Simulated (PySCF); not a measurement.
PySCF 2.14 output of an unrestricted PBE0 calculation on a single atom or ion in dyall-acv3z (20s13p7d4f, 122 functions), with no relativity, point nucleus:

```
SCF conv_tol = 1e-09
number electrons alpha = 7  beta = 5
    C. Adamo and V. Barone.,  J. Chem. Phys. 110, 6158 (1999)
    M. Ernzerhof and G. E. Scuseria.,  J. Chem. Phys. 110, 5029 (1999)
cycle= 1 E= -199.735132189637  delta_E= -0.0052  |g|= 0.011  |ddm|= 0.13
cycle= 2 E= -199.735154255869  delta_E= -2.21e-05  |g|= 0.00511  |ddm|= 0.0202
cycle= 3 E= -199.735157592878  delta_E= -3.34e-06  |g|= 0.001  |ddm|= 0.00231
cycle= 4 E= -199.7351577714  delta_E= -1.79e-07  |g|= 4.79e-05  |ddm|= 0.00128
cycle= 5 E= -199.735157775374  delta_E= -3.97e-09  |g|= 6.27e-06  |ddm|= 0.000269
cycle= 6 E= -199.735157775436  delta_E= -6.2e-11  |g|= 5.25e-07  |ddm|= 2.33e-05
converged SCF energy = -199.735157775436  <S^2> = 2.0000038  2S+1 = 3.0000025
```

The run itself started from symmetry-adapted Hartree-Fock orbitals and held the occupation by maximum overlap, on a logarithmic radial grid, so the iterations belong to that start.

**Question.** Which element, charge and spin multiplicity is this?

**Answer.** Mg (magnesium, neutral), multiplicity 3; the state was [Ne] 3p2, high-spin 3P determinant (an excited configuration).
